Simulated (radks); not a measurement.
The numbers below are computed, except where a source is named.
Question: These are the eigenvalues of the occupied orbitals of an atom or ion with whole-number occupations (eV). Level of theory: scalar-relativistic Kohn-Sham, PBE, spin-unpolarised, spherical densities, point nucleus (a radial shooting solver on a logarithmic mesh with Libxc functionals).

1s: -35457.90

Which element is it, and in what charge state? The configuration may be excited.

Answer: Z = 51, antimony, charge +49: Sb49+ in [He]. The 1s level, -1303.1 hartree, gives Z - s = 51.1 by -(Z - s)^2/2, which with screening and relativity narrows Z to a few neighbours, and the depths must fix Z and the occupations together.
